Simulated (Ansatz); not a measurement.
Geometry optimisation, RKS B3LYP/def2-SVP in Ansatz.

Input file:

```yaml
crystal:
  periodic: [false, false, false]
  atoms:
    - { symbol: C, position_ang: [-1.7013, -0.4782, -0.5806] }
    - { symbol: C, position_ang: [-0.269, -0.7741, -0.7277] }
    - { symbol: C, position_ang: [0.4901, -0.4736, 0.5444] }
    - { symbol: S, position_ang: [2.2575, -1.2071, 0.4541] }
    - { symbol: Ge, position_ang: [0.7147, 1.4395, 0.8513] }
    - { symbol: H, position_ang: [-1.8946, 0.6738, -0.4559] }
    - { symbol: H, position_ang: [-2.1682, -0.974, 0.2722] }
    - { symbol: H, position_ang: [-2.2446, -0.7226, -1.5235] }
    - { symbol: H, position_ang: [0.1709, -0.1869, -1.5374] }
    - { symbol: H, position_ang: [-0.1796, -1.8534, -0.9382] }
    - { symbol: H, position_ang: [-0.0058, -0.9245, 1.4526] }
    - { symbol: H, position_ang: [2.5769, -0.4612, -0.6585] }
    - { symbol: H, position_ang: [1.70241, 1.67011, 2.10068] }
    - { symbol: H, position_ang: [1.37377, 2.11794, -0.39416] }
    - { symbol: H, position_ang: [-0.63885, 2.08284, 1.14721] }
basis:
  gaussian: { orbitals: def2-SVP }
hamiltonian:
  xc: b3lyp
relax:
  f_tol: 0.015
  max_steps: 40
output:
  orbitals: {}
```

Launched with:

```bash
$ ansatz run input.yaml --threads 2 --pin off --max-ram 3072MiB --backend cpu --events-out ev --progress --plain --runs-dir out
```

Task: Where does it end, and by what steps?

Result: The run converged. After 7 steps the energy has fallen by 0.366 eV; H14 moved furthest, 0.23 Å.

| step | energy less start (eV) | largest force component (eV/Å) | accepted |
| --- | --- | --- | --- |
| 0 | 0.0000 | 2.801 | yes |
| 1 | -0.3137 | 0.974 | yes |
| 2 | -0.3564 | 0.287 | yes |
| 3 | -0.3625 | 0.097 | yes |
| 4 | -0.3650 | 0.049 | yes |
| 5 | -0.3658 | 0.038 | yes |
| 6 | -0.3661 | 0.027 | yes |
| 7 | -0.3663 | 0.012 | yes |

```xyz
15
Properties=species:S:1:pos:R:3
C -1.781 -0.452 -0.584
C -0.297 -0.801 -0.736
C 0.568 -0.448 0.484
S 2.258 -1.190 0.392
Ge 0.749 1.491 0.906
H -1.947 0.631 -0.472
H -2.220 -0.947 0.299
H -2.349 -0.783 -1.467
H 0.114 -0.301 -1.631
H -0.191 -1.884 -0.924
H 0.144 -0.925 1.385
H 2.691 -0.474 -0.673
H 1.525 1.648 2.228
H 1.540 2.157 -0.244
H -0.619 2.204 1.043
```

Run time: 58 s on 2 threads of Intel(R) Xeon(R) Platinum 8488C (Sapphire Rapids) (shared host), peak memory 0.46 GiB.
